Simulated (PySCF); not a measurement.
CH3BeBr.

```xyz
6

Be     0.0000     0.0000     1.0945
Br     0.0000     0.0000    -0.8726
C      0.0000     0.0000     2.7724
H     -0.8817    -0.5090     3.1757
H      0.0000     1.0181     3.1757
H      0.8817    -0.5090     3.1757
```

The structure is a stationary point at ωB97X-D3(BJ)/def2-TZVP.

These are KT2/pcSseg-2 in PySCF values and carry that method's errors. Non-relativistic, no solvent.

Computed absolute GIAO shielding of each atom: isotropic value and principal components (ppm):
```json
[
 {"atom": "Be1", "σ(iso)": "82.3", "σ11": "40.9", "σ22": "40.9", "σ33": "165.2", "span": "124.2"},
 {"atom": "Br2", "σ(iso)": "2623.5", "σ11": "2376.3", "σ22": "2376.3", "σ33": "3118.1", "span": "741.8"},
 {"atom": "C3", "σ(iso)": "199.0", "σ11": "196.3", "σ22": "196.3", "σ33": "204.3", "span": "8.0"},
 {"atom": "H4", "σ(iso)": "31.9", "σ11": "27.9", "σ22": "29.0", "σ33": "38.8", "span": "10.8"},
 {"atom": "H5", "σ(iso)": "31.9", "σ11": "27.9", "σ22": "29.0", "σ33": "38.8", "span": "10.8"},
 {"atom": "H6", "σ(iso)": "31.9", "σ11": "27.9", "σ22": "29.0", "σ33": "38.8", "span": "10.8"}
]
```
